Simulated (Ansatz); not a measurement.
Gas-phase electronic energies from Ansatz, PBE0-D4/def2-TZVP geometries. CCSD(T)/CBS adds triple-zeta CCSD(T) − MP2 to the extrapolated MP2 energy (def2 sets, frozen cores). Functionals use def2-TZVPP. For Se outer-core shells are correlated without core-valence functions, which leaves a few kJ/mol of doubt a bond. Scalar relativity is left out up to krypton. One conformer a species, not always the lowest.

Consider the cleavage of the Si–B bond: `C#CB[SiH2]C` + `B[SeH]` → `B[Se][SiH2]C` + `BC#C`.

```csv
level,ΔE (kJ/mol)
PBE0,-67.7
HF/CBS(def2),-81.4
```

(1) What does CCSD(T)/CBS give? (An estimate is asked.)

Largest T1 diagnostic among the species: 0.014.

Answers

(1) The calculation gave: -77.7 kJ/mol. The listed levels differ from it by 10.0, -3.7 kJ/mol.

The D4 term adds −3.8 kJ/mol with B3LYP and −1.8 kJ/mol with PBE0; it sums over pairs of atoms, weighted by their polarisabilities, and B3LYP, whose exchange is more repulsive, gets the larger term. From PBE to PBE0 (25 % exact exchange), in def2-TZVPP and without D4, ΔE moves by −5.9 kJ/mol.

B3LYP here is the variant with VWN-RPA as its local correlation; programs differ in this.
